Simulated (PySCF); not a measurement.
# Correlation energy of Rh (rhodium, neutral)

[Kr] 4d7 5s2, high-spin 4F determinant (an excited configuration). Calculation: PySCF 2.14, in ANO-RCC-VTZP (7s6p4d2f1g, 68 functions); the spin-free X2C one-electron Hamiltonian (Gaussian nucleus). Frozen: [Ar] 3d10; 17 electrons correlated.

```tsv
level	correlation energy (mhartree)
CCSD	-536.83
(T)	-17.65
CCSD(T)	-554.48
```

Diagnostics: T1 = 0.019, D1 = 0.0885, largest double amplitude 0.099.

Q: Is a single reference adequate?

A: Mostly. T1 lies below 0.03, but a double amplitude of this size points to a near-degeneracy that CCSD handles and MP2 describes poorly.
